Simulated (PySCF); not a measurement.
An unknown shows these calculated signals:

¹H NMR (300 MHz, computed): δ 5.36 (m, 1H).

¹³C{¹H} NMR (computed): δ 160.2 (C), 126.9 (C), 97.9 (C), 75.3 (CH).

[PySCF 2.14.0 with density-fitted response routines: σ from GIAO-PBE0/pcSseg-1; geometry from GFN2-xTB; rapidly exchanging positions averaged; one conformer; no relativistic terms; no solvent model]

Scale: ¹H (σref 31.72), ¹³C (σref 186.93) vs TMS (reference shieldings calculated alike).

Which of these does the molecule contain: an NH or NH2 group, a CF3 group, a heteroaromatic ring, a C≡C triple bond, a three-membered ring, a non-aromatic C=C double bond?

## Answers


- An NH or NH2 group: no.
- A CF3 group: yes (δC 126.9).
- A heteroaromatic ring: no.
- A C≡C triple bond: no.
- A three-membered ring: yes.
- A non-aromatic C=C double bond: yes.

The data belong to SMILES FC1=C(C(F)(F)F)[C@H]1F, C4HF5; they needn't prove each group on their own.

Carbon signals by region: 1 in the far downfield region (above 160 ppm), 1 in the sp2 and nitrile region (100–160 ppm), 2 at 50–100 ppm. Above 160 ppm: 160.2, fully substituted alkene carbon.

Splittings by ¹⁹F in the carbon and heteronuclear signals aren't shown, as no couplings were computed. Shifts are as computed. Against solution values, carbons near 30 ppm lie about +3 ppm off and those near 130 ppm about +5 ppm. Of 1309 compounds with measured shifts, 239 miss one by over three times the rms of a fit or turn the order of signals round; such compounds aren't used in these exercises.
